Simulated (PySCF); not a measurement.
BClGeH₄O. Atoms are numbered in the order given.

```xyz
8

B      0.4612     0.6861     0.0000
Cl    -0.7763     1.9777     0.0000
Ge    -0.1331    -1.3020     0.0000
H     -1.0079    -1.6016    -1.2474
H     -1.0079    -1.6016     1.2474
H      1.0688    -2.2827     0.0000
O      1.7724     1.0144     0.0000
H      1.9161     1.9832     0.0000
```
Charge 0, spin multiplicity 1.

Geometry optimised at PBE-D3(BJ)/def2-SVP. Other conformers were not sampled.

Calculation: PBE0/pcSseg-1 (PySCF).

GIAO shieldings, no solvent; atoms alike by connectivity are averaged. δ = σ(ref) − σ: ¹¹B against BF3 (σ = 88.8 ppm); ³⁵Cl against HCl (σ = 945.9 ppm); ⁷³Ge against GeH4 (σ = 1658.3 ppm); ¹H against TMS (σ = 31.56 ppm); ¹⁷O against H2O (σ = 334.2 ppm), references at their B3LYP-D3(BJ)/def2-TZVP geometries, non-relativistic (without spin–orbit terms, shifts of atoms bonded to Cl or Br come out too high).

Q: Estimate the chemical shifts. (An estimate is asked for; the answer gives what the named calculation found.)

A: 
```tsv
nucleus	atoms	count	δ (ppm)
¹¹B	B1	1	38.1
³⁵Cl	Cl2	1	254.5
⁷³Ge	Ge3	1	-6.6
¹H	H8	1	6.74
¹H	H4, H5, H6	3	4.08
¹⁷O	O7	1	222.0
```
